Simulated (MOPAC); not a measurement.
Job for MOPAC: AM1 on H4IP (a complex), monomers drawn apart or pushed together.

```
AM1 1SCF PRECISE CHARGE=0 THREADS=1
H4IP

P     -0.45874162 1     0.10216206 1     0.23450807 1
H      0.05374564 1    -1.06701179 1    -0.37814105 1
H     -1.74795091 1    -0.02484158 1    -0.33713216 1
H      0.02511990 1     0.97796109 1    -0.76738349 1
I      0.05137428 1     0.83282979 1     4.08625697 1
H     -0.15848274 1     0.53246537 1     2.49722435 1
```

Output:

```
*******************************************************************************
 **                                                                           **
 **                              MOPAC v23.2.5                                **
 **                                                                           **
 *******************************************************************************
 ** MOPAC's Digital Object Identifier: https://doi.org/10.5281/zenodo.6511958 **
 **                                                                           **
 ** Please cite the open-source release paper for use of this MOPAC version:  **
 ** J. E. Moussa and J. J. P. Stewart (2026)                                  **
 ** MOPAC: An open-source semiempirical molecular orbital program             **
 ** J. Open Source Softw., 11(119), 8025, https://doi.org/10.21105/joss.08025 **
 *******************************************************************************

                              AM1 CALCULATION RESULTS

 *******************************************************************************
 *  AM1        - The AM1 Hamiltonian to be used
 *
 *
 *
 *                 CHARGE ON SYSTEM = 0
 *
 *
 *
 *  PRECISE    - TIGHTER CRITERIA TO BE USED
 *  1SCF       - DO 1 SCF AND THEN STOP
 *  THREADS=1  - MULTI-THREADING NOT USED
 *  T=         - A TIME OF 172800.0 SECONDS REQUESTED
 *  DUMP=N     - RESTART FILE WRITTEN EVERY 7200.0 SECONDS REQUESTED
 *******************************************************************************
AM1 1SCF PRECISE CHARGE=0 THREADS=1
 H4IP

   ATOM   CHEMICAL          X               Y               Z
  NUMBER   SYMBOL      (ANGSTROMS)     (ANGSTROMS)     (ANGSTROMS)

     1       P         -0.45874162  *   0.10216206  *   0.23450807  *
     2       H          0.05374564  *  -1.06701179  *  -0.37814105  *
     3       H         -1.74795091  *  -0.02484158  *  -0.33713216  *
     4       H          0.02511990  *   0.97796109  *  -0.76738349  *
     5       I          0.05137428  *   0.83282979  *   4.08625697  *
     6       H         -0.15848274  *   0.53246537  *   2.49722435  *



          CARTESIAN COORDINATES

    NO.       ATOM           X           Y           Z

     1         P         -0.4587      0.1022      0.2345
     2         H          0.0537     -1.0670     -0.3781
     3         H         -1.7480     -0.0248     -0.3371
     4         H          0.0251      0.9780     -0.7674
     5         I          0.0514      0.8328      4.0863
     6         H         -0.1585      0.5325      2.4972

  H: (AM1): M.J.S. DEWAR ET AL, J. AM. CHEM. SOC. 107 3902-3909 (1985)
  P: (AM1): M.J.S.DEWAR, JIE, C, THEOCHEM, 187, 1 (1989)
  I: (AM1): M.J.S. DEWAR AND E. G. ZOEBISCH, THEOCHEM, 180, 1 (1988).

           Empirical Formula: H4 P I  =     6 atoms



      MOLECULAR POINT GROUP   :   C3v


      RHF CALCULATION, NO. OF DOUBLY OCCUPIED LEVELS = 8


 -------------------------------------------------------------------------------
 AM1 1SCF PRECISE CHARGE=0 THREADS=1
 H4IP



     1SCF WAS SPECIFIED, SO BFGS WAS NOT USED
     SCF FIELD WAS ACHIEVED


                              AM1 CALCULATION
                                                       MOPAC v23.2.5 Linux




          FINAL HEAT OF FORMATION =         17.71379 KCAL/MOL =      74.11449 KJ/MOL


          COSMO AREA              =        118.41 SQUARE ANGSTROMS
          COSMO VOLUME            =         99.90 CUBIC ANGSTROMS

          IONIZATION POTENTIAL    =         10.289552 EV
          HOMO LUMO ENERGIES (EV) =        -10.290  0.629
          NO. OF FILLED LEVELS    =          8
          MOLECULAR WEIGHT        =        161.9099         POINT GROUP:  C3v

          MOLECULAR DIMENSIONS (Angstroms)

            Atom       Atom       Distance
            I     5    H     4     4.85588
            H     3    H     2     2.08180
            H     4    H     2     1.74587


          SCF CALCULATIONS        =          1





   ATOM   CHEMICAL          X               Y               Z
  NUMBER   SYMBOL      (ANGSTROMS)     (ANGSTROMS)     (ANGSTROMS)

     1       P         -0.45874162  *   0.10216206  *   0.23450807  *
     2       H          0.05374564  *  -1.06701179  *  -0.37814105  *
     3       H         -1.74795091  *  -0.02484158  *  -0.33713216  *
     4       H          0.02511990  *   0.97796109  *  -0.76738349  *
     5       I          0.05137428  *   0.83282979  *   4.08625697  *
     6       H         -0.15848274  *   0.53246537  *   2.49722435  *

                             CARTESIAN COORDINATES

   1    P       -0.458741620     0.102162060     0.234508070
   2    H        0.053745640    -1.067011790    -0.378141050
   3    H       -1.747950910    -0.024841580    -0.337132160
   4    H        0.025119900     0.977961090    -0.767383490
   5    I        0.051374280     0.832829790     4.086256970
   6    H       -0.158482740     0.532465370     2.497224350


           Empirical Formula: H4 P I  =     6 atoms



      MOLECULAR POINT GROUP   :   C3v


                  EIGENVALUES
 -29.59363 -21.48889 -13.49966 -13.15330 -13.15293 -10.84840 -10.28955 -10.28955
   0.62881   1.32040   1.32066   1.42535


              NET ATOMIC CHARGES AND DIPOLE CONTRIBUTIONS

  ATOM NO.   TYPE          CHARGE      No. of ELECS.   s-Pop       p-Pop
    1          P          -0.150003        5.1500     1.80566     3.34434
    2          H           0.052705        0.9473     0.94730
    3          H           0.052707        0.9473     0.94729
    4          H           0.052737        0.9473     0.94726
    5          I          -0.054690        7.0547     1.96772     5.08697
    6          H           0.046545        0.9535     0.95346
 DIPOLE           X         Y         Z       TOTAL
 POINT-CHG.    -0.141    -0.202    -1.060     1.088
 HYBRID        -0.428    -0.614    -3.214     3.300
 SUM           -0.569    -0.816    -4.273     4.387


          ATOMIC ORBITAL ELECTRON POPULATIONS

     Atom    s        px        py        pz
    1  P   1.80566   1.06241   1.06538   1.21655
    2  H   0.94730
    3  H   0.94729
    4  H   0.94726
    5  I   1.96772   1.98488   1.96903   1.13307
    6  H   0.95346

 **********************
 *                    *
 * JOB ENDED NORMALLY *
 *                    *
 **********************




 == MOPAC DONE ==
```

The run finished.

Cost: roughly 0.03 core-seconds.
